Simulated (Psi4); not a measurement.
C₄H₁₂N, charge +1, singlet, geometry from GFN2-xTB. Base run: CCSD/STO-3G run with Psi4 1.11.

Here is a job for Psi4.
```
memory 2 GB

molecule mol {
1 1
C    -0.253427   -0.622842   -1.311803
N     0.000000    0.000000    0.000000
C     0.069351    1.464142   -0.156408
C    -1.093571   -0.343916    0.926720
C     1.277647   -0.497384    0.541491
H    -1.194908   -0.264612   -1.724653
H    -0.307283   -1.705567   -1.211971
H     0.547009   -0.377351   -2.007645
H     0.256317    1.938503    0.805458
H    -0.868423    1.846340   -0.555988
H     0.873494    1.733601   -0.838981
H    -2.044701    0.017517    0.539579
H    -1.157076   -1.423437    1.052261
H    -0.919961    0.109679    1.901025
H     1.241374   -1.578668    0.662609
H     2.095667   -0.250453   -0.133066
H     1.478490   -0.045551    1.511372
}

set {
  basis sto-3g
  reference rhf
}

energy('ccsd')
print_variables()
```

Variants of this job, named by their change:

```json
[
 {"change": "base", "ΔE vs base (kcal/mol)": "0.000", "MP2 correlation (Eh)": "-0.27115", "basis functions": "37", "outcome": "converged"},
 {"change": "method = lccd", "ΔE vs base (kcal/mol)": "-", "MP2 correlation (Eh)": "-", "basis functions": "37", "outcome": "stopped with an error"},
 {"change": "method = cepa(1)", "ΔE vs base (kcal/mol)": "-", "MP2 correlation (Eh)": "-", "basis functions": "37", "outcome": "stopped with an error"},
 {"change": "freeze_core = on", "ΔE vs base (kcal/mol)": "1.22", "MP2 correlation (Eh)": "-0.26894", "basis functions": "37", "outcome": "converged"},
 {"change": "scf_type = pk; mp2_type = conv", "ΔE vs base (kcal/mol)": "0.000", "MP2 correlation (Eh)": "-0.27115", "basis functions": "37", "outcome": "converged"},
 {"change": "method = ccsd(t)", "ΔE vs base (kcal/mol)": "(withheld)", "MP2 correlation (Eh)": "-0.27115", "basis functions": "37", "outcome": "converged"},
 {"change": "method = cisd", "ΔE vs base (kcal/mol)": "-", "MP2 correlation (Eh)": "-", "basis functions": "37", "outcome": "stopped with an error"},
 {"change": "method = mp2.5", "ΔE vs base (kcal/mol)": "33.49", "MP2 correlation (Eh)": "-0.27108", "basis functions": "37", "outcome": "converged"},
 {"change": "method = omp2", "ΔE vs base (kcal/mol)": "51.24", "MP2 correlation (Eh)": "-0.27108", "basis functions": "37", "outcome": "converged"},
 {"change": "method = mp4", "ΔE vs base (kcal/mol)": "-", "MP2 correlation (Eh)": "-", "basis functions": "37", "outcome": "stopped with an error"}
]
```

Complete the blanks.


- method = ccsd(t), ΔE vs base (kcal/mol): -1.55

- method = lccd: ended with `Fatal Error: ndocc must be less than nvirt`
- method = cepa(1): ended with `Fatal Error: ndocc must be less than nvirt`
- method = cisd: ended with `Fatal Error: ndocc must be less than nvirt`
